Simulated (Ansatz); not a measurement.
Scan of H3 (cation, charge +1), singlet: symmetric bend, bond length relaxed. Scanned: H-H-H angle. Other coordinates (H-H bond length) were minimised at PBE0/def2-TZVP.

Calculation: full CI/cc-pVTZ, frozen core (Ansatz, an electronic-structure program).

Scanned values (°): 180, 168.04, 158.77, 148.45, 137.65, 130.19, 120.53, 109.46, 100.14, 90.83, 80.88, 68.63, 60.

**Question.** Locate the minima and the barriers on this grid.

**Answer.** Lower than their neighbours: 60° (0.0 kcal/mol, end of the scan). Higher than their neighbours: 180° (40.5 kcal/mol, end of the scan). The whole profile spans 40.5 kcal/mol.
